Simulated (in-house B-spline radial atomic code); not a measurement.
Ionising Te VI (Te5+) with different functionals

Computed with an all-electron radial atomic-structure program (B-spline basis): non-relativistic Hamiltonian, point nucleus, spin-polarised at highest spin, spherical fractional occupations for the functionals, and exact exchange of hybrids averaged over the configuration. The ionisation energy is the difference of two self-consistent energies, [Kr] 4d10 5s1 → [Kr] 4d10, without Breit or QED terms; ε is the level of the shell that loses the electron (its least bound occupied spin orbital). There is no spin-orbit coupling in this Hamiltonian.

| method | rung | ΔSCF (eV) | -ε(5s) (eV) |
| --- | --- | --- | --- |
| PBE0 | global hybrid | 68.54 | 64.41 |
| B3LYP | global hybrid | 69.07 | 64.52 |
| TPSSh | global hybrid | 68.29 | 63.49 |
| M06-2X | global hybrid | 68.25 | 65.32 |
| BHandHLYP | global hybrid | 68.47 | 65.59 |
| r2SCAN0 | global hybrid | 68.12 | 64.55 |
| B97-1 | global hybrid | 68.27 | 63.88 |
| HSE06 | range-separated hybrid | 68.59 | 64.10 |
| wB97X | range-separated hybrid | 67.69 | 66.63 |
| CAM-B3LYP | range-separated hybrid | 69.02 | 66.19 |
| LC-wPBE | range-separated hybrid | 68.51 | 67.39 |

(1) Among the functionals, which spreads more, the ΔSCF values or the orbital energies?

(2) How do they compare with the NIST value?

## Answers

(1) The orbital energies: ΔSCF values span about 1.38 eV and the orbital energies 3.89 eV.

(2) NIST lists 69 eV ± 2 (tabulated theory, ground level to ground level). Errors run from -1.41 to -0.03 eV; all lie within about twice that uncertainty, so the table can't rank the methods.
